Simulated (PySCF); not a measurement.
B97-3 on Ne (neon, neutral)

Configuration: [He] 2s1 2p6 3p1, high-spin 3P determinant (an excited configuration). Calculation: PySCF 2.14, in aug-cc-pVTZ with one added diffuse shell each of s, p, d, f type (6s5p4d3f, 62 functions); the non-relativistic Hamiltonian (point nucleus).

* Total energy: -127.3323 hartree
* One-electron energy: -176.0893 hartree
* Hartree (Coulomb) energy: 60.6363 hartree
* Exchange-correlation energy: -11.8793 hartree
* Kinetic energy: 126.80776 hartree
* ⟨S²⟩: 2.0019
* ⟨L²⟩: 2.000
* Sum of ⟨r⟩: 12.33 bohr
* Sum of ⟨r²⟩: 46.13 bohr²
* Traceless quadrupole moment −½Σ⟨3z² − r²⟩ along its main axis: -15.6 e·bohr²
* Density at the nucleus (Gaussians lack the cusp): 581 bohr⁻³
* Spin density at the nucleus: 17.2 bohr⁻³
* Langevin diamagnetic susceptibility: -36.5 ×10⁻⁶ cm³/mol

```json
{"shell": "1s α", "electrons": "1", "mean orbital energy (hartree)": "-31.78082", "spread (hartree)": "0", "rms radius, mean of both spins (bohr)": "0.183"}
{"shell": "1s β", "electrons": "1", "mean orbital energy (hartree)": "-31.71997", "spread (hartree)": "0", "rms radius, mean of both spins (bohr)": "0.183"}
{"shell": "2s α", "electrons": "1", "mean orbital energy (hartree)": "-2.07779", "spread (hartree)": "0", "rms radius, mean of both spins (bohr)": "0.943"}
{"shell": "2p α", "electrons": "3", "mean orbital energy (hartree)": "-1.15225", "spread (hartree)": "0.00105", "rms radius, mean of both spins (bohr)": "1.01"}
{"shell": "2p β", "electrons": "3", "mean orbital energy (hartree)": "-1.04126", "spread (hartree)": "0.00335", "rms radius, mean of both spins (bohr)": "1.01"}
{"shell": "3p α", "electrons": "1", "mean orbital energy (hartree)": "-0.07776", "spread (hartree)": "0", "rms radius, mean of both spins (bohr)": "6.25"}
```

The outer electron is Rydberg-like, and this basis confines it to a smaller radius and binds it less than a complete one would.
